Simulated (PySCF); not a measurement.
Delta-SCF ions had no search for a lower state. Excitations are Tamm–Dancoff values on a coarser integration grid. The basis has no diffuse functions, so Rydberg states are missing or too high.

Cartesian coordinates (Å):
```xyz
10

C     -1.5445    -0.9261    -0.6353
Si    -0.4890     0.2583    -0.0248
O     -0.9195     1.7966     0.3740
Si     1.7763    -0.0621     0.3690
H     -2.6021    -0.7939    -0.8245
H     -1.1491    -1.9086    -0.8628
H     -1.8382     2.0585     0.2572
H      2.0883     0.1609     1.7997
H      2.0964    -1.4582    -0.0042
H      2.5813     0.8747    -0.4483
```
Charge 0, spin multiplicity 1.

### Question
What is the computed vertical ionisation energy (Delta-SCF), S1 excitation (TDA), brightest of the four lowest singlets (TDA), LUMO and S1 oscillator strength (TPSSh-D3(BJ)/def2-TZVP // B3LYP-D3(BJ)/def2-TZVP (PySCF 2.14.0))?

### Answer

```json
{
  "vertical ionisation energy (Delta-SCF)": "7.99 eV",
  "S1 excitation (TDA)": "4.61 eV",
  "brightest of the four lowest singlets (TDA)": "5.07 eV",
  "LUMO": "-1.27 eV",
  "S1 oscillator strength": "0.003"
}
```
